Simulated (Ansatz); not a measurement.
The same path of CH3Se (5 atoms, charge -1, multiplicity 1) was run twice with different band settings. The coordinate that changes most is the height of C1 over the plane of its neighbours.

Level of theory: RKS r2SCAN-D4/def2-TZVP in Ansatz.

Relaxed end points:

```xyz
5
Properties=species:S:1:pos:R:3
C -0.584 -0.442 0.099
Se 1.048 0.619 -0.147
H -0.431 -0.924 1.079
H -0.495 -1.231 -0.666
H 0.463 1.979 -0.365
```

```xyz
5
Properties=species:S:1:pos:R:3
C 0.050 -0.866 0.151
Se 1.022 0.741 -0.168
H -0.549 -0.766 1.066
H -0.613 -1.077 -0.699
H 0.090 1.968 -0.350
```

Common settings: movable images 7; climbing image yes; spring 5.0 eV/Å²; optimiser quadratic models (default); start path IDPP; iteration limit 60; end points relaxed.

| run | force threshold |
| --- | --- |
| 1 | 0.05 eV/Å |
| 2 | 0.5 eV/Å |

(1) What does each run give, and how far can it be trusted?

## Answers

(1) Run 1: converged after 5 iterations, highest image 0.095 eV above the first end. A vibrational analysis at the climbing image gives one clearly imaginary mode, 522i cm⁻¹: a first-order saddle point.
Run 2: converged after 3 iterations, highest image 0.096 eV above the first end. The threshold of 0.5 eV/Å is loose, so the images may lie well off the minimum-energy path. Another band between the same ends (7 images) ends at a top of the same energy, where a vibrational analysis finds 1 clearly imaginary mode.
Limits of this set-up: an anion without diffuse functions.
